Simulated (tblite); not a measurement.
triphenylphosphine sulfide (C18H15PS), SMILES S=P(c1ccccc1)(c1ccccc1)c1ccccc1 at step 1 of a GFN2-xTB optimisation (tblite, gas phase), coordinates in Å:

```
  1 S    -0.015    0.616    3.133
  2 P    -0.008    0.240    1.212
  3 C     0.657   -1.438    0.786
  4 C     0.050   -2.267   -0.159
  5 C     0.586   -3.515   -0.446
  6 C     1.742   -3.947    0.198
  7 C     2.355   -3.124    1.134
  8 C     1.821   -1.879    1.432
  9 C     1.023    1.421    0.226
 10 C     0.916    2.788    0.507
 11 C     1.661    3.714   -0.215
 12 C     2.519    3.288   -1.224
 13 C     2.628    1.930   -1.508
 14 C     1.884    1.001   -0.789
 15 C    -1.687    0.302    0.434
 16 C    -1.920    0.927   -0.797
 17 C    -3.197    0.934   -1.345
 18 C    -4.253    0.321   -0.682
 19 C    -4.027   -0.300    0.544
 20 C    -2.754   -0.312    1.094
 21 H    -0.856   -1.957   -0.682
 22 H     0.109   -4.157   -1.182
 23 H     2.166   -4.921   -0.024
 24 H     3.254   -3.468    1.643
 25 H     2.314   -1.248    2.170
 26 H     0.247    3.142    1.292
 27 H     1.581    4.777    0.010
 28 H     3.105    4.010   -1.783
 29 H     3.298    1.597   -2.296
 30 H     1.989   -0.052   -1.038
 31 H    -1.114    1.405   -1.347
 32 H    -3.373    1.423   -2.303
 33 H    -5.251    0.335   -1.114
 34 H    -4.853   -0.779    1.069
 35 H    -2.597   -0.808    2.050
```

Question: What are the forces on the atoms (eV/Å)?

Answer: 
```
  1 S    -0.01   -0.10   -0.53
  2 P     0.06   -0.04    0.11
  3 C     0.19   -0.03   -0.07
  4 C    -0.14   -0.02   -0.03
  5 C     0.17   -0.05    0.06
  6 C    -0.12    0.12   -0.01
  7 C    -0.01    0.01    0.05
  8 C    -0.14    0.07   -0.07
  9 C    -0.07    0.13   -0.14
 10 C     0.01    0.03   -0.02
 11 C     0.04   -0.10   -0.01
 12 C    -0.09   -0.16    0.11
 13 C    -0.08    0.14    0.12
 14 C     0.08    0.06   -0.06
 15 C    -0.09   -0.05   -0.28
 16 C    -0.05   -0.06    0.07
 17 C    -0.01    0.01   -0.01
 18 C     0.07    0.00    0.15
 19 C    -0.05    0.03   -0.12
 20 C     0.04   -0.01    0.06
 21 H     0.25    0.05    0.21
 22 H     0.07    0.18    0.17
 23 H    -0.11    0.17    0.01
 24 H    -0.22    0.14   -0.12
 25 H    -0.23   -0.05   -0.16
 26 H     0.16   -0.25   -0.15
 27 H    -0.03   -0.30   -0.03
 28 H    -0.11   -0.13    0.09
 29 H    -0.15    0.03    0.17
 30 H    -0.12    0.14    0.15
 31 H    -0.05   -0.10    0.21
 32 H     0.09   -0.14    0.28
 33 H     0.24   -0.02    0.10
 34 H     0.26    0.13   -0.14
 35 H     0.11    0.17   -0.17
```
